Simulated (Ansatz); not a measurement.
Start from `BrB1CC1` and change one atom or group to get `C[AsH]B1CC1`.

Ansatz, PBE0-D4/def2-TZVP geometries, multiplicity 1. Each molecule was computed in one conformer, which needn't be the lowest.

Scalar relativity is left out up to krypton.

```tsv
property	`BrB1CC1`
HOMO–LUMO gap (PBE0/def2-TZVPP) / eV	5.90
LUMO energy (PBE/def2-TZVPP) / eV	-2.27
HOMO energy (PBE/def2-TZVPP) / eV	-5.94
size of the dipole moment (PBE/def2-TZVPP) / D	0.84
size of the dipole moment (B3LYP/def2-TZVPP) / D	0.87
size of the dipole moment (ωB97M-V/def2-TZVPP) / D	0.88
```

(1) Give the same properties after the change, and the shifts. (An estimate is asked.)

Answers

(1) The calculation gave: 
```
                                          property  `C[AsH]B1CC1`  shift
              HOMO–LUMO gap (PBE0/def2-TZVPP) / eV           5.57  -0.33
                 LUMO energy (PBE/def2-TZVPP) / eV          -2.17   0.10
                 HOMO energy (PBE/def2-TZVPP) / eV          -5.78   0.16
    size of the dipole moment (PBE/def2-TZVPP) / D           0.95   0.11
  size of the dipole moment (B3LYP/def2-TZVPP) / D           0.94   0.07
size of the dipole moment (ωB97M-V/def2-TZVPP) / D           0.96   0.08
```

With PBE0 the HOMO rises by 0.37 eV and the LUMO rises by 0.05 eV, so the gap narrows by about 0.32 eV. PBE moves the HOMO by 0.16 eV and ωB97M-V by 0.49 eV. Dipoles are sizes alone; their direction can turn.

B3LYP here is the variant with VWN-RPA as its local correlation; programs differ in this.

Spin–orbit coupling is left out; it splits and shifts lone-pair levels of the heavy atoms by tenths of an eV.
